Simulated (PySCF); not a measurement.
TDDFT excited states: C3H7BF5N

C3H7BF5N.
SMILES: `[BH3-][NH2+]CC(F)(F)C(F)(F)F`

Method used: TDDFT PBE0/def2-SVPD, vertical, gas phase, core orbitals frozen in the response in PySCF 2.14.0, density-fitted response routines. The structure is a single PBE0-D3(BJ)/def2-SVP conformer in the gas phase; no vibrational or solvent corrections. Torsions of this conformer, `[BH3-:1][NH2+:2][CH2:3][C:4]([F:5])([F:6])[C:7]([F:8])([F:9])[F:10]`: B1–N2–C3–C4 180°, N2–C3–C4–F5 -58°, C3–C4–C7–F8 179°.

```json
{"state": "S1", "E (eV)": "6.74", "E (kJ/mol)": "650", "λ (nm)": "184.0", "f": "0.013", "main configurations (H = HOMO, L = LUMO)": "H→L (86%), H-1→L (11%)"}
{"state": "S2", "E (eV)": "6.74", "E (kJ/mol)": "650", "λ (nm)": "184.0", "f": "0.0098", "main configurations (H = HOMO, L = LUMO)": "H-1→L (86%), H→L (12%)"}
{"state": "S3", "E (eV)": "7.93", "E (kJ/mol)": "765", "λ (nm)": "156.4", "f": "0.011", "main configurations (H = HOMO, L = LUMO)": "H→L+1 (89%)"}
{"state": "S4", "E (eV)": "8.00", "E (kJ/mol)": "772", "λ (nm)": "155.0", "f": "0.0045", "main configurations (H = HOMO, L = LUMO)": "H→L+2 (73%), H-1→L+2 (20%)"}
{"state": "S5", "E (eV)": "8.00", "E (kJ/mol)": "772", "λ (nm)": "155.0", "f": "0.0021", "main configurations (H = HOMO, L = LUMO)": "H-1→L+2 (72%), H→L+2 (20%)"}
{"state": "S6", "E (eV)": "8.01", "E (kJ/mol)": "772", "λ (nm)": "154.9", "f": "0.0035", "main configurations (H = HOMO, L = LUMO)": "H-1→L+1 (91%)"}
{"state": "S7", "E (eV)": "8.30", "E (kJ/mol)": "801", "λ (nm)": "149.4", "f": "0.044", "main configurations (H = HOMO, L = LUMO)": "H→L+3 (86%)"}
{"state": "S8", "E (eV)": "8.31", "E (kJ/mol)": "802", "λ (nm)": "149.2", "f": "0.082", "main configurations (H = HOMO, L = LUMO)": "H-1→L+3 (86%)"}
{"state": "S9", "E (eV)": "8.55", "E (kJ/mol)": "825", "λ (nm)": "145.0", "f": "0.0050", "main configurations (H = HOMO, L = LUMO)": "H-1→L+4 (91%)"}
{"state": "S10", "E (eV)": "8.56", "E (kJ/mol)": "826", "λ (nm)": "144.9", "f": "0.016", "main configurations (H = HOMO, L = LUMO)": "H→L+4 (90%)"}
```

Triplets, Tamm–Dancoff:

```json
{"state": "T1", "E (eV)": "6.59", "λ (nm)": "188.2", "main configurations (H = HOMO, L = LUMO)": "H→L (95%)"}
{"state": "T2", "E (eV)": "6.61", "λ (nm)": "187.7", "main configurations (H = HOMO, L = LUMO)": "H-1→L (95%)"}
{"state": "T3", "E (eV)": "7.86", "λ (nm)": "157.8", "main configurations (H = HOMO, L = LUMO)": "H→L+1 (70%), H→L+3 (16%)"}
{"state": "T4", "E (eV)": "7.90", "λ (nm)": "157.0", "main configurations (H = HOMO, L = LUMO)": "H-1→L+1 (54%), H→L+2 (25%)"}
```

The lowest singlet lies at 6.74 eV (184 nm, vacuum ultraviolet) and is weak; its leading configuration is HOMO→LUMO (86%). The strongest level in the table is S8 at 8.31 eV (149 nm, f = 0.082). S1/S2, S4/S5/S6, S7/S8 and S9/S10 lie within about 0.01 eV of each other in each set. Löwdin shares by element: HOMO (one of a set within 0.03 eV) hydrogen 45% or more, boron 42%, nitrogen 6%; LUMO hydrogen 23% or more, boron 14%, nitrogen 10% (atoms not listed hold the other 53%). The listed states span 1.82 eV, and the widest gap between neighbours is 1.19 eV (S2 to S3). Of the 10 states listed, 5 reach f = 0.01 and none stays under 0.0005. Weighted by f, the mean energy of these states is 8.11 eV. All these states lie below the vertical ionisation energy of 10.60 eV (ΔSCF). Singlets were solved by full linear response, triplets in the Tamm–Dancoff approximation.
